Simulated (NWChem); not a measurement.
Molecule: SiH2S2F2; SMILES F[Si](F)(S)S

```xyz
7

F     -0.1196    -1.2856    -1.3186
Si     0.0000     0.0000    -0.3589
F      0.1196     1.2856    -1.3186
S     -1.7836    -0.0207     0.7708
S      1.7836     0.0207     0.7708
H     -1.3851     1.0074     1.5525
H      1.3851    -1.0074     1.5525
```
Atoms are numbered in this order, from 1.

Program: NWChem. Geometry optimised at PBE0/def2-SVP; all other runs use it. 

```tsv
quantity	level	value
vertical, lowest excitation, singlet (eV)	PBE0/def2-SVPD, TDA	6.20
vertical ionisation energy, ΔSCF (eV)	PBE0/def2-SVP	10.26
isotropic polarisability (bohr³), static	PBE0/def2-SVPD	65.1
dipole in solution (D) in n-hexane	PBE0/def2-SVP, SMD	2.65
dipole (D)	PBE0/def2-SVP	2.39
highest harmonic frequency (cm⁻¹)	PBE0/def2-SVP	2717
```
